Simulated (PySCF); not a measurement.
Isomers of C5H5ClO2Si, mass 159.975 u with the commonest isotopes. The calculation used CAM-B3LYP/def2-SVPD in PySCF (dipole) on a GFN2-xTB geometry, gas phase. One conformer each, none proved a minimum here; rigid rotors.

Task: Order these by dipole moment, largest first.
A. `[O:1]=[C:2]([Cl:3])[c:4]1[cH:5][cH:6][c:7]([SiH3:8])[o:9]1` with O1–C2–C4–C5 0°
B. `[O:1]=[C:2]([OH:3])[C:4]1=[CH:5][CH:6]=[C:7]([Cl:8])[SiH2:9]1` with O1–C2–O3–H 0°, O1–C2–C4–C5 0°
C. `[O:1]=[C:2]([Cl:3])[c:4]1[cH:5][c:6]([SiH3:7])[cH:8][o:9]1` with O1–C2–C4–C5 0°

Result: A (4.57 D), C (4.38 D), B (1.14 D).

Task: Order these by rotational constant A, smallest first.
A. `[O:1]=[C:2]([Cl:3])[c:4]1[cH:5][cH:6][c:7]([SiH3:8])[o:9]1` with O1–C2–C4–C5 0°
B. `[O:1]=[C:2]([Cl:3])[c:4]1[cH:5][c:6]([SiH3:7])[cH:8][o:9]1` with O1–C2–C4–C5 0°
C. `[O:1]=[C:2]([OH:3])[C:4]1=[CH:5][CH:6]=[C:7]([Cl:8])[SiH2:9]1` with O1–C2–O3–H 0°, O1–C2–C4–C5 0°

Result: A (2338 MHz), C (3359 MHz), B (3614 MHz).

Task: Order these by rotational constant B, smallest first.
A. `[O:1]=[C:2]([Cl:3])[c:4]1[cH:5][cH:6][c:7]([SiH3:8])[o:9]1` with O1–C2–C4–C5 0°
B. `[O:1]=[C:2]([Cl:3])[c:4]1[cH:5][c:6]([SiH3:7])[cH:8][o:9]1` with O1–C2–C4–C5 0°
C. `[O:1]=[C:2]([OH:3])[C:4]1=[CH:5][CH:6]=[C:7]([Cl:8])[SiH2:9]1` with O1–C2–O3–H 0°, O1–C2–C4–C5 0°

Result: B (552.7 MHz), C (608.7 MHz), A (693.1 MHz).

| SMILES | point group | Ia (u·Å²) | Ib (u·Å²) | Ic (u·Å²) | κ | μa (D) | μb (D) | μc (D) |
| --- | --- | --- | --- | --- | --- | --- | --- | --- |
| O=C(O)C1=CC=C(Cl)[SiH2]1 | Cs | 150.48 | 830.31 | 974.68 | -0.94 | 0.54 | 1.01 | 0.00 |
| O=C(Cl)c1cc([SiH3])co1 | Cs | 139.84 | 914.42 | 1048.43 | -0.95 | 4.13 | 1.47 | 0.00 |
| O=C(Cl)c1ccc([SiH3])o1 | Cs | 216.18 | 729.20 | 939.53 | -0.83 | 4.47 | 0.96 | 0.00 |
